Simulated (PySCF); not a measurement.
**Dipole response of Ta (tantalum, neutral)**

[Xe] 4f14 5d3 6s2, high-spin 4F determinant. All numbers are calculated (PySCF 2.14, a scalar-relativistic core potential, in def2-QZVPPD with the def2 core potential (60 electrons) (7s6p4d3f2g, 84 functions)). Coupled (time-dependent) response in atomic units; α is the mean over directions.

```json
{"method": "M06", "mean α (bohr³)": "70.91", "C₆ (like pair)": "816.4", "S(−4)": "2196"}
{"method": "BLYP", "mean α (bohr³)": "79.42", "C₆ (like pair)": "992.4", "S(−4)": "2513"}
```

S(−4) is the Cauchy moment in α(ω) = α(0) + S(−4) ω² + …

Reference α: 74 ± 20 bohr³ (recommended; Schwerdtfeger and Nagle, table of static dipole polarizabilities (2023 update)). Published C₆: 887.0 (Gould and Bucko (2016)).

Spin-orbit coupling is absent.

α(iu) at M06:

| u (hartree) | α(iu) (bohr³) |
| --- | --- |
| 0 | 70.91 |
| 0.0500 | 65.93 |
| 0.100 | 55.24 |
| 0.200 | 35.99 |
| 0.300 | 24.77 |
| 0.500 | 14.23 |
| 0.750 | 8.723 |
| 1.00 | 6.025 |
| 1.50 | 3.459 |
| 2.00 | 2.264 |
| 3.00 | 1.182 |
| 5.00 | 0.4812 |

Energies and moments cover only the electrons outside the core potential. Spin-orbit coupling, absent here, splits the open shell strongly.
